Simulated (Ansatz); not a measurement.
Ansatz results at the PBE0-D4/def2-TZVP geometry: LUMO energy (PBE/def2-TZVPP) -1.49 eV; HOMO energy (B3LYP/def2-TZVPP) -7.25 eV; HOMO–LUMO gap (ωB97M-V/def2-TZVPP) 10.56 eV.

Each molecule was computed in one conformer, which needn't be the lowest.

Question: Which molecule gave them?
A. `[CH3][AlH][NH][SiH2]Cl`
B. `[NH2][AlH][CH]([SiH3])Cl`
C. `[AlH2][SiH]([SiH3])Cl`
D. `[CH3][Ga]1[CH2][S]1`

Answer: B. The others give `[CH3][AlH][NH][SiH2]Cl`: -1.44, -7.88, 11.33; `[AlH2][SiH]([SiH3])Cl`: -3.09, -7.15, 8.53; `[CH3][Ga]1[CH2][S]1`: -1.68, -6.21, 9.29.

B3LYP here is the variant with VWN-RPA as its local correlation; programs differ in this.
